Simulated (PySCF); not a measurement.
Ga(Me)2(SH) (C2H7GaS), SMILES [CH3][Ga]([CH3])[SH]. Atoms are numbered in the order given.

```xyz
11

Ga    -0.2416     0.1951    -0.0699
C     -2.0317    -0.6164    -0.2756
H     -2.0237    -1.6881    -0.0296
H     -2.3771    -0.4987    -1.3161
H     -2.7624    -0.1076     0.3737
C      0.2034     2.1165    -0.2274
H      1.2809     2.2776    -0.3792
H     -0.0943     2.6357     0.6992
H     -0.3487     2.5802    -1.0601
S      1.3999    -1.2455     0.4039
H      2.3855    -0.3187     0.4356
```
Charge 0, spin multiplicity 1.

Coordinates come from a B3LYP-D3(BJ)/def2-SVP optimisation. The structure was generated by enumeration; whether it is a known compound was not checked. Other conformers were not sampled.

These are PBE/pcSseg-1 run with PySCF values and carry that method's errors.

GIAO shieldings, no solvent; atoms listed in one row are averaged. δ = σ(ref) − σ: ¹³C against TMS (σ = 182.0 ppm); ¹H against TMS (σ = 31.49 ppm); ³³S against H2S (σ = 706.5 ppm), references at their B3LYP-D3(BJ)/def2-TZVP geometries, non-relativistic.

Computed chemical shifts:
```json
[
 {"nucleus": "¹³C", "atoms": "C6", "count": "1", "δ (ppm)": "6.4"},
 {"nucleus": "¹³C", "atoms": "C2", "count": "1", "δ (ppm)": "2.7"},
 {"nucleus": "¹H", "atoms": "H11", "count": "1", "δ (ppm)": "2.00"},
 {"nucleus": "¹H", "atoms": "H3, H4, H5, H7, H8, H9", "count": "6", "δ (ppm)": "0.68"},
 {"nucleus": "³³S", "atoms": "S10", "count": "1", "δ (ppm)": "145.5"}
]
```
